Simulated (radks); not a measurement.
The numbers below are computed, except where a source is named.
Ionisation of Ne+, [He] 2s2 2p5, to Ne2+, [He] 2s2 2p4, under several functionals. Scalar-relativistic Kohn-Sham, spin-polarised, spherical densities, point nucleus; open shells are filled with parallel spins first; a radial shooting solver on a logarithmic mesh with Libxc functionals. The NIST Atomic Spectra Database gives 40.963 eV (measured). Rank these functionals by the error of their Delta-SCF ionisation energy: RPBE; BP86; PW91; exchange-only LDA; exchange-only B88; Wu-Cohen GGA; revPBE; LDA (Slater exchange, Perdew-Wang correlation).

Answer. From best to worst: RPBE 41.273 eV (+0.310); revPBE 41.276 eV (+0.313); Wu-Cohen GGA 41.360 eV (+0.397); BP86 41.500 eV (+0.537); PW91 41.508 eV (+0.546); LDA (Slater exchange, Perdew-Wang correlation) 41.568 eV (+0.605); exchange-only B88 40.056 eV (-0.907); exchange-only LDA 39.525 eV (-1.438). Open shells are spherical and high-spin; term and fine-structure splittings are not resolved.
